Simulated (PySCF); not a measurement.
First SCF of a structure search on quartet CuO2, at a hand-made linear geometry. PySCF input:

```python
from pyscf import gto, scf, dft
mol = gto.M(atom='''
Cu     0.000000     0.000000     0.000000
O      0.000000     0.000000     1.720000
O      0.000000     0.000000    -1.720000''',
    basis={'Cu': 'def2-TZVP', 'O': 'def2-TZVP'},
    charge=0, spin=3)
mf = dft.UKS(mol, xc='PBE0')
mf.grids.atom_grid = (50, 194)
aux = {'Cu': 'def2-universal-JKFIT', 'O': 'def2-universal-JKFIT'}
mf = mf.density_fit(auxbasis=aux)
mf.conv_tol = 1e-08
mf.diis_space = 10
mf.max_cycle = 60
mf.init_guess = 'minao'
mf.verbose = 4
mf.kernel()
```

Excerpt of the output (cycles alone):

```
init E= -1790.00658153561
cycle= 1 E= -1784.75993676834  delta_E= 5.25  |g|= 4.79  |ddm|= 1.61
cycle= 2 E= -1763.89322511028  delta_E= 20.9  |g|= 9.78  |ddm|= 8.42
cycle= 3 E= -1788.56370604173  delta_E= -24.7  |g|= 3.31  |ddm|= 7.25
cycle= 4 E= -1789.02516720476  delta_E= -0.461  |g|= 2.07  |ddm|= 1.27
cycle= 5 E= -1790.18227185643  delta_E= -1.16  |g|=  1.2  |ddm|= 1.52
cycle= 6 E= -1790.46243044915  delta_E= -0.28  |g|= 0.121  |ddm|= 0.546
cycle= 7 E= -1790.46683851571  delta_E= -0.00441  |g|= 0.0436  |ddm|= 0.106
cycle= 8 E= -1790.46738225568  delta_E= -0.000544  |g|= 0.0404  |ddm|= 0.0308
cycle= 9 E= -1790.46791971772  delta_E= -0.000537  |g|= 0.0132  |ddm|= 0.0376
cycle= 10 E= -1790.46797899963  delta_E= -5.93e-05  |g|= 0.00276  |ddm|= 0.0146
cycle= 11 E= -1790.46798041182  delta_E= -1.41e-06  |g|= 0.00103  |ddm|= 0.00105
cycle= 12 E= -1790.46798074326  delta_E= -3.31e-07  |g|= 0.000339  |ddm|= 0.000887
cycle= 13 E= -1790.46798077472  delta_E= -3.15e-08  |g|= 5.79e-05  |ddm|= 0.000294
cycle= 14 E= -1790.46798077574  delta_E= -1.02e-09  |g|= 4.17e-06  |ddm|= 5.41e-05
Extra cycle  E= -1790.46798077577  delta_E= -3.14e-11  |g|= 4.68e-06  |ddm|= 1.01e-05
converged SCF energy = -1790.46798077577  <S^2> = 3.7740396  2S+1 = 4.0120018
```

No lower solution of this spin was found from smeared starts or by a stability analysis within the unrestricted form.

Other spin states or occupations of the open shell can lie lower.

The search for the lowest solution, 3 starts and the stability check together, took 8.5 s on 4 threads of a shared Arm Neoverse V1 host, with 107 basis functions; the process peaked at 0.47 GiB.
